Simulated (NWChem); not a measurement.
System: C₄H₅Cl; SMILES C(=CC)=CCl

NWChem input:

```
start job
memory heap 200 mb stack 900 mb global 1100 mb
geometry units angstroms
  C      0.575481     2.718507     0.269575
  C     -0.247151     1.700306    -0.474175
  C     -0.486272     0.464178    -0.075684
  C     -0.730871    -0.762854     0.332033
  Cl     0.288552    -2.136262    -0.068893
  H      0.983084     2.307719     1.212224
  H      1.421871     3.068871    -0.358677
  H     -0.034484     3.615710     0.508415
  H     -0.686232     2.025612    -1.438707
  H     -1.596734    -1.036510     0.956425
end
basis spherical
  C library 3-21g
  Cl library 3-21g
  H library 3-21g
end
dft
  xc b3lyp
  iterations 150
end
driver
  maxiter 120
end
task dft optimize
task dft freq
```

Parts of the log:

```
             Northwest Computational Chemistry Package (NWChem) 7.3.0
             --------------------------------------------------------

 C1  symmetry detected

                             Geometry "geometry" -> ""
                             -------------------------

 Output coordinates in angstroms (scale by  1.889725989 to convert to a.u.)

  No.       Tag          Charge          X              Y              Z
 ---- ---------------- ---------- -------------- -------------- --------------
    1 C                    6.0000     0.56073185     2.75933448     0.25719313
    2 C                    6.0000    -0.26458174     1.73258151    -0.47168036
    3 C                    6.0000    -0.48491274     0.49455649    -0.06827652
    4 C                    6.0000    -0.71065130    -0.73441766     0.34443887
    5 Cl                  17.0000     0.31501556    -2.09827604    -0.07282873
    6 H                    1.0000     0.98830116     2.35333561     1.19304756
    7 H                    1.0000     1.39285969     3.11729541    -0.38565892
    8 H                    1.0000    -0.05371624     3.65081905     0.50575675
    9 H                    1.0000    -0.72316983     2.05277915    -1.42881595
   10 H                    1.0000    -1.56305573    -1.01586559     0.98370834

 Effective nuclear repulsion energy (a.u.)     181.0866918601

                                Z-matrix (autoz)
                                --------

 Units are Angstrom for bonds and degrees for angles

[...]

      ----------------------
      Optimization converged
      ----------------------

  Step       Energy      Delta E   Gmax     Grms     Xrms     Xmax
  ---- ---------------- -------- -------- -------- -------- --------
@    8    -612.51757524 -3.9D-07  0.00005  0.00001  0.00077  0.00170
                                     ok       ok       ok       ok

                                Z-matrix (autoz)
                                --------

 Units are Angstrom for bonds and degrees for angles

[...]

 Rotational Constants
 --------------------
 A=   0.472059 cm-1  (  0.679172 K)
 B=   0.050752 cm-1  (  0.073019 K)
 C=   0.048556 cm-1  (  0.069859 K)

 Temperature                      =   298.15K
 frequency scaling parameter      =   1.0000

 Zero-Point correction to Energy  =   47.682 kcal/mol  (  0.075987 au)
 Thermal correction to Energy     =   51.489 kcal/mol  (  0.082054 au)
 Thermal correction to Enthalpy   =   52.082 kcal/mol  (  0.082997 au)

 Total Entropy                    =   78.014 cal/mol-K
   - Translational                =   39.320 cal/mol-K (mol. weight =  88.0080)
   - Rotational                   =   26.719 cal/mol-K (symmetry #  =        1)
   - Vibrational                  =   11.975 cal/mol-K

 Cv (constant volume heat capacity) =   19.746 cal/mol-K
   - Translational                  =    2.979 cal/mol-K
   - Rotational                     =    2.979 cal/mol-K
   - Vibrational                    =   13.787 cal/mol-K

[normal modes left out]

 ----------------------------------------------------------------------------
 Normal Eigenvalue ||           Projected Infra Red Intensities
  Mode   [cm**-1]  || [atomic units] [(debye/angs)**2] [(KM/mol)] [arbitrary]
 ------ ---------- || -------------- ----------------- ---------- -----------
    1       -0.000 ||    0.000312           0.007         0.305       0.241
    2       -0.000 ||    0.000680           0.016         0.663       0.525
    3       -0.000 ||    0.000606           0.014         0.591       0.468
    4       -0.000 ||    0.000032           0.001         0.031       0.025
    5       -0.000 ||    0.000559           0.013         0.545       0.432
    6        0.000 ||    0.001055           0.024         1.028       0.814
    7      113.505 ||    0.001218           0.028         1.187       0.940
    8      149.795 ||    0.000404           0.009         0.394       0.312
    9      204.442 ||    0.001497           0.035         1.460       1.156
   10      280.303 ||    0.001346           0.031         1.312       1.039
   11      443.959 ||    0.017070           0.394        16.641      13.180
   12      569.695 ||    0.006875           0.159         6.702       5.308
   13      666.992 ||    0.098514           2.273        96.037      76.062
   14      735.916 ||    0.030799           0.711        30.024      23.779
   15      886.467 ||    0.027552           0.636        26.859      21.273
   16      890.020 ||    0.032867           0.758        32.040      25.376
   17     1097.026 ||    0.000327           0.008         0.319       0.253
   18     1123.000 ||    0.006746           0.156         6.576       5.208
   19     1175.997 ||    0.002465           0.057         2.403       1.904
   20     1257.759 ||    0.052261           1.206        50.947      40.351
   21     1428.699 ||    0.002364           0.055         2.304       1.825
   22     1463.966 ||    0.004510           0.104         4.397       3.482
   23     1549.741 ||    0.010774           0.249        10.503       8.319
   24     1556.431 ||    0.011359           0.262        11.073       8.770
   25     2087.072 ||    0.031508           0.727        30.715      24.327
   26     3046.354 ||    0.015871           0.366        15.472      12.254
   27     3092.697 ||    0.012274           0.283        11.965       9.477
   28     3128.590 ||    0.000849           0.020         0.828       0.656
   29     3152.246 ||    0.012138           0.280        11.832       9.371
   30     3269.473 ||    0.003722           0.086         3.628       2.874
 ----------------------------------------------------------------------------
```

Level: B3LYP/3-21G.
